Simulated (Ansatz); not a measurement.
Isolated molecules relaxed with PBE0-D4/def2-TZVP in Ansatz; ΔE leaves out vibrations. CBS: MP2 limit from def2 TZ/QZ plus the TZ coupled-cluster correction, frozen cores. DFT in def2-TZVPP. HSE06 is defined as in plane-wave codes. Open shells (•) are unrestricted, without spin–orbit coupling. Spin–orbit coupling would lower the free atoms: clearly for Br. Bonds to Br, Ga are less sure, by a few kJ/mol each and by 10 to 20 or more in all where they break to atoms, as the def2 sets lack core-valence functions. Scalar relativity is left out up to krypton. Each species was taken in one conformer, which may not be the lowest.

Reaction (homolysis of the Br–Ga bond): `[SiH3][O][GaH][Br]` → Br• + `[SiH3][O][GaH]`•

```json
{"level": "r2SCAN-D4", "ΔE (kJ/mol)": "397.2"}
{"level": "HSE06-D4", "ΔE (kJ/mol)": "397.1"}
{"level": "PBE-QIDH", "ΔE (kJ/mol)": "407.3"}
{"level": "PBE", "ΔE (kJ/mol)": "386.6"}
{"level": "r2SCAN0", "ΔE (kJ/mol)": "392.0"}
{"level": "CCSD/def2-SVP", "ΔE (kJ/mol)": "377.3"}
{"level": "CCSD(T)/def2-SVP", "ΔE (kJ/mol)": "382.6"}
{"level": "CCSD/CBS(def2)", "ΔE (kJ/mol)": "410.2"}
```

Q: What does CCSD(T)/CBS give? (Best estimate.)

A: Computed: +418.8 kJ/mol. The listed levels differ from it by -21.6, -21.7, -11.5, -32.2, -26.8, -41.5, -36.2, -8.6 kJ/mol.

Largest T1 diagnostic among the species: 0.016.

The D4 term adds +12.1 kJ/mol with B3LYP and +6.6 kJ/mol with PBE0; it sums over pairs of atoms, weighted by their polarisabilities, and B3LYP, whose exchange is more repulsive, gets the larger term. From PBE to PBE0 (25 % exact exchange), in def2-TZVPP and without D4, ΔE moves by +3.7 kJ/mol. At CCSD(T), def2-SVP lies −36.2 kJ/mol from the extrapolated value and def2-TZVPP −19.0 kJ/mol: correlation converges slowly with the basis, and small sets miss more of it in the bonded molecule than in its fragments.

B3LYP here is the variant with VWN-RPA as its local correlation; programs differ in this.

CCSD(T)/CBS has its own doubt, a few kJ/mol and more with outer-core shells, so smaller differences from it don't rank the levels.
